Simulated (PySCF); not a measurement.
**MLi cations for M along group 13**

HF with double-zeta basis sets in PySCF, for the lowest determinant that a PBE0 search found; no spin–orbit coupling. De refers to high-spin ground-configuration atoms (the charge goes to the atom of lower measured ionisation energy or higher electron affinity, which is not always the lowest computed limit). A positive dipole points towards Li; it is taken about the centre of mass and depends on that origin.

```json
{"M": "B", "basis": "cc-pVDZ", "reference": "UHF", "charged atom": "Li+", "state (unpaired electrons)": "doublet (σ ↑)", "Re (Å)": "2.492", "ωe (cm⁻¹)": "341", "De (eV)": "0.83", "μ (D)": "5.10"}
{"M": "Al", "basis": "cc-pVDZ/cc-pV(D+d)Z", "reference": "UHF", "charged atom": "Li+", "state (unpaired electrons)": "doublet (σ ↑)", "Re (Å)": "3.064", "ωe (cm⁻¹)": "235", "De (eV)": "1.22", "μ (D)": "7.09"}
{"M": "Ga", "basis": "def2-SVP", "reference": "UHF", "charged atom": "Li+", "state (unpaired electrons)": "doublet (σ ↑)", "Re (Å)": "3.109", "ωe (cm⁻¹)": "187", "De (eV)": "1.10", "μ (D)": "9.10"}
{"M": "In", "basis": "cc-pVDZ/cc-pVDZ-PP", "reference": "UHF", "charged atom": "Li+", "state (unpaired electrons)": "doublet (σ ↑)", "Re (Å)": "3.251", "ωe (cm⁻¹)": "193", "De (eV)": "1.30", "μ (D)": "9.23"}
{"M": "Tl", "basis": "def2-SVP", "reference": "UHF", "charged atom": "Li+", "state (unpaired electrons)": "doublet (σ ↑)", "Re (Å)": "3.374", "ωe (cm⁻¹)": "165", "De (eV)": "n/a", "μ (D)": "9.57"}
```

Task: By what factor does the well depth vary along the series?

Result: At HF it runs from 0.83 eV (LiB⁺) to 1.30 eV (LiIn⁺), a factor of 1.57.

The rows differ in basis set, which adds steps of its own.

Down a group the atoms grow and get heavier, so bonds lengthen and wavenumbers fall; the exceptions here are the higher wavenumber at In.

These are scalar-relativistic numbers at best; spin–orbit coupling would shift them, the dissociation energy most. For an ion De counts to the pair picked by the measured ionisation energies or electron affinities, which need not be the lowest pair at this level. Hartree–Fock leaves out correlation, which carries a large part of most bond energies and some tenths to 1 eV of ionisation energies. States were picked by a PBE0 search and need not be the measured ground states.
